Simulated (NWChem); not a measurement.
## Correlation energy of germanium monoxide (GeO)

```xyz
2

Ge     0.0000     0.0000     0.3297
O      0.0000     0.0000    -1.3189
```
Charge 0, spin multiplicity 1.

All runs are NWChem calculations. Structure: optimised with PBE/def2-SVP, a minimum by its harmonic frequencies.

Basis set: 3-21G. Each correlation energy counts from its own Hartree-Fock reference.

The Hamiltonian is non-relativistic. The correlated methods keep 10 core orbitals frozen. No row is a measurement; the coupled-cluster row has its own basis-set and correlation limits.

```csv
method,correlation energy (mHa)
MP2,-212.8
SCS-MP2,-203.7
CR-CCSD[T],?
CR-CCSD(T),-209.0
CCSD,-197.2
CCSD+T(CCSD),?
CCSD(T),-212.4
CCSDT,-212.1
```

Some entries are withheld; supply them.


- CR-CCSD[T], correlation energy (mHa): -213.8
- CCSD+T(CCSD), correlation energy (mHa): -218.9
